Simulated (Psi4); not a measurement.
Pair of molecules, SMILES F with SMILES FCF, pulled apart as rigid monomers along the line of their centres of mass from the B3LYP-D3(BJ)/def2-TZVP minimum (SMILES order as in the coordinates).
Starting geometry (charge 0, multiplicity 1):
```csv
atom,x (Å),y (Å),z (Å)
F,-0.1266,0.0956,-0.0637
H,0.1928,0.6239,0.6339
F,0.7564,0.8891,2.3594
C,0.3893,-0.1900,3.1436
F,-0.7133,0.1605,3.8436
H,1.2094,-0.3886,3.8326
H,0.1512,-1.0206,2.4800
```

Method: SAPT0/jun-cc-pV(D+d)Z run with Psi4 1.11.

```
H2···F3 (Å)  electrostatics (kcal/mol)  exchange (kcal/mol)  induction (kcal/mol)  dispersion (kcal/mol)  total
-----------  -------------------------  -------------------  --------------------  ---------------------  -----
1.66                             -9.67                11.89                 -3.85                  -1.80  -3.43
1.83                        (withheld)                 5.89                 -2.07                  -1.16  -4.23
2.10                             -4.43                 2.01                 -0.86                  -0.62  -3.91
2.55                             -2.39                 0.32                 -0.24                  -0.25  -2.56
3.28                             -1.12           (withheld)                 -0.05                  -0.07  -1.23
```

Fill in the missing entries.


- 3.28, exchange (kcal/mol): 0.02
- 1.83, electrostatics (kcal/mol): -6.89
